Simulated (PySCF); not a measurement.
TlF: from constants to spectrum

RHF-CCSD(T) constants of TlF, ¹Σ⁺ (singlet), closed shell (Tl def2-TZVPP with ECP60, F def2-TZVPP; scalar-relativistic core potentials (PySCF 2.14); masses 204.9744 and 18.9984 u):

- ωe: 478.8 cm⁻¹
- ωexe: 2.18 cm⁻¹
- Be: 0.22007 cm⁻¹
- αe: 0.00142 cm⁻¹
- D (centrifugal): 1.86e-07 cm⁻¹
- De to Tl + F: 4.99 eV

Q: Give the vibrational terms G(v) and spacings up to v = 6.

A: G(v) = ωe(v+½) − ωexe(v+½)².

| v | G(v) (cm⁻¹) | G(v) − G(v−1) | Bv (cm⁻¹) |
| --- | --- | --- | --- |
| 0 | 238.9 |  | 0.2194 |
| 1 | 713.3 | 474.4 | 0.2179 |
| 2 | 1183.4 | 470.1 | 0.2165 |
| 3 | 1649.1 | 465.7 | 0.2151 |
| 4 | 2110.5 | 461.4 | 0.2137 |
| 5 | 2567.5 | 457.0 | 0.2123 |
| 6 | 3020.1 | 452.6 | 0.2108 |

Q: How well does the Morse estimate ωe²/(4ωexe) reproduce De, and what is D0?

A: It gives 3.26 eV, 65 % of the computed De. D0 = De − G(0) = 4.99 − 0.03 = 4.96 eV.

Measured values (Huber and Herzberg, Constants of Diatomic Molecules (1979)): ωe = 477.3 cm⁻¹, ωexe = 2.3 cm⁻¹, Be = 0.223150163 cm⁻¹, αe = 0.00150385 cm⁻¹.

Correlated steps freeze 5 core orbitals. These are scalar-relativistic numbers at best; spin–orbit coupling would shift them, the dissociation energy most. Where the molecule has an RHF reference, its open-shell atoms are computed with UHF.
